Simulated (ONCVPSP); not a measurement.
# What one change does to a pseudopotential (Fe (Z = 26), ONCV)

| Item | Value |
| --- | --- |
| Element | iron |
| Generator | ONCVPSP 4.0.1 |
| Type | optimised norm-conserving Vanderbilt (ONCV) |
| Functional | LDA (Perdew-Wang 92) |
| Relativity | scalar-relativistic |
| Frozen core | [Ar] |
| Valence charge | 8 |
| Reference configuration | 3d6 4s1 4p1 |
| Partial waves | 4s: rc 2.30 bohr, ncon 4, nbas 7, qcut 3.6 1/bohr, 1 projector; 4p: rc 3.40 bohr, ncon 4, nbas 9, qcut 2 1/bohr, 2 projectors, debl 1.4 Ha; 3d: rc 1.25 bohr, ncon 4, nbas 9, qcut 13.8 1/bohr, 2 projectors, debl 3.5 Ha; f scattering state at 0.16 Ha: rc 3.70 bohr, ncon 4, nbas 8, qcut 3.3 1/bohr, 3 projectors, debl 3.6 Ha |
| Local potential | polynomial inside 0.85 bohr (lpopt 1, dvloc0 6 Ha) |
| Core correction | none |

All-electron outer shells of the reference configuration (LDA (PZ), scalar-relativistic, ld1.x):

| shell | level (eV) | outermost node (bohr) | outermost maximum (bohr) |
| --- | --- | --- | --- |
| 3s | -95.24 | 0.33 | 0.70 |
| 3p | -61.65 | 0.30 | 0.72 |
| 3d | -9.42 | – | 0.71 |
| 4s | -6.56 | 1.00 | 2.35 |
| 4p | -2.25 | 1.10 | 3.13 |

Change: functional PBEsol.

Cutoffs: the cutoffs (Ha) at which the residual kinetic energy of the hardest occupied pseudo-wave falls to 1 and 0.1 mHa per electron; they do not see the model core or the augmentation charge, which bear on the density cutoff. Errors are all-electron minus pseudo energies relative to the spin-unpolarised reference configuration.

Task: What does the change do?

Result: The potential gets neither clearly harder nor softer (67 Ha and 76 Ha → 67 Ha and 76 Ha); both files keep a bound ghost (s); of the 3 tests that both files solve, the error grows in 1 and shrinks in 1 by more than 15 % and 0.3 meV (median size 5.4 → 5.2 meV).

| quantity | base | changed |
| --- | --- | --- |
| cutoff, loose | 67 Ha | 67 Ha |
| cutoff, tight | 76 Ha | 76 Ha |
| loose cutoff by channel | s 4.8 Ha, p 1.3 Ha, d 67 Ha | s 4.7 Ha, p 1.2 Ha, d 67 Ha |
| bound ghosts | s | s |
| GHOST(+) flags under 300 eV | p at 44.5 eV, f at 208.1 eV | p at 44.3 eV, f at 208.2 eV |
| tests with a reliable result | 3 of 4 | 3 of 4 |
| error for 3d6 4s2 4p0, meV [ΔE -4.18 → -4.13 eV] | +5.4 | +5.6 |
| error for 3d6 4s1 4p0, meV [ΔE 4.80 → 4.61 eV] | -3.5 | -4.6 |
| error for 3d6 4s0 4p1, meV [ΔE 9.93 → 9.69 eV] | +6.8 | +5.2 |
| s: phases at 2.33 bohr within 0.05 rad from the reference energy up to (Ha; the scan ends near 5) | 1.5 | 1.6 |
| p: phases at 3.44 bohr within 0.05 rad from the reference energy up to (Ha; the scan ends near 5) | 1.6 | n/a |
| d: phases at 1.27 bohr within 0.05 rad from the reference energy up to (Ha; the scan ends near 5) | to the end of the scan | to the end of the scan |
| f: phases at 3.75 bohr within 0.05 rad from the reference energy up to (Ha; the scan ends near 5) | 0.4 | 0.4 |

 A true bound ghost makes a file unfit for plane-wave use even where its test errors are small: the radial tests pick states by their node count and pass the ghost by.
